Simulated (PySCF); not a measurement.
PySCF input for B(Me)(NCO)(OH) (C₂H₄BNO₂), SMILES CB(O)N=C=O, C-PCM-PBE0/def2-SVP. Geometry optimised at PBE0-D3(BJ)/def2-SVP. The structure was generated by enumeration, and PubChem lists no compound with its InChIKey, so it may never have been made. One conformer was computed; it need not be the lowest.

```python
import numpy as np
from pyscf import gto, scf, dft
from pyscf.solvent import pcm

mol = gto.M(
    atom='''
    B    -0.10375807   -0.95571972   -0.00000000
    C     1.20684452   -1.82802689   -0.00000000
    H     1.82233581   -1.57987646   -0.88017261
    H     1.82233582   -1.57987646    0.88017261
    H     1.02964510   -2.91415839    0.00000000
    N    -0.00443839    0.47289045    0.00000000
    C     0.03287856    1.66531520    0.00000000
    O     0.08524900    2.83342365   -0.00000000
    O    -1.36006737   -1.46523501   -0.00000000
    H    -1.36424922   -2.42696220   -0.00000000
    ''',
    basis='def2-SVP',
    charge=0,
    spin=0,
    max_memory=1600,
    verbose=3,
)
mf = dft.RKS(mol, xc='pbe0').density_fit(auxbasis='def2-universal-jkfit')
mf.grids.level = 3
mf.conv_tol = 1e-9
mf.max_cycle = 100
mf.kernel()
res = {}
for name, eps in {'water': 78.355, 'toluene': 2.3741, '1-octanol': 9.8629}.items():
    s = mf.PCM()
    s.with_solvent.method, s.with_solvent.eps, s.with_solvent.lebedev_order = 'C-PCM', eps, 29
    s.kernel(mf.make_rdm1())
    res[name] = (s.e_tot, eps, s.dip_moment(), s.mo_energy, s.converged)
    print(f'{name}: electrostatic solvation free energy {(s.e_tot - mf.e_tot) * 627.509474:.3f} kcal/mol')
```

Program output:

```
converged SCF energy = -308.208355387599

WARN: PCM is an experimental feature. It is still in testing.
Features and APIs may be changed in the future.

converged SCF energy = -308.217479522814
Dipole moment(X, Y, Z, Debye):  0.69274, -4.40707, -0.00000
water: electrostatic solvation free energy -5.725 kcal/mol

WARN: PCM is an experimental feature. It is still in testing.
Features and APIs may be changed in the future.

converged SCF energy = -308.213419498775
Dipole moment(X, Y, Z, Debye):  0.65625, -4.01151, -0.00000
toluene: electrostatic solvation free energy -3.178 kcal/mol

WARN: PCM is an experimental feature. It is still in testing.
Features and APIs may be changed in the future.

converged SCF energy = -308.216558957889
Dipole moment(X, Y, Z, Debye):  0.68469, -4.31505, -0.00000
1-octanol: electrostatic solvation free energy -5.148 kcal/mol
```

The calculation finished and met its thresholds.

Cost: very roughly 2.1 core-minutes.
